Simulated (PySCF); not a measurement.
Computed with B3LYP-D3(BJ)/def2-TZVP // BP86-D3(BJ)/def2-SVP in PySCF. Gas-phase values, no solvent. One relaxed conformer stands for a flexible species; it need not be the lowest. B3LYP has the VWN-RPA correlation part, as in Gaussian. 

Reference species: [Ti(Cl)3(OH)] (neutral, multiplicity 1).

The HOMO comes out as -8.91 eV and the HOMO–LUMO gap is 5.47 eV. The LUMO comes out as -3.44 eV and the charge on the central atom (Mulliken) comes out as 1.26 e.

Changed species: [Ti(Cl)4] (0 of 4 Cl replaced by OH; the reference has 1 of 4 Cl replaced by OH).

**Question.** Predict the effect on the HOMO, HOMO–LUMO gap, LUMO and charge on the central atom (Mulliken).

**Answer.** the HOMO falls by 0.43 eV, to -9.34 eV; the HOMO–LUMO gap drops by 0.16 eV, to 5.31 eV; the LUMO falls by 0.60 eV, to -4.04 eV; the charge on the central atom (Mulliken) drops by 0.18 e, to 1.08 e.
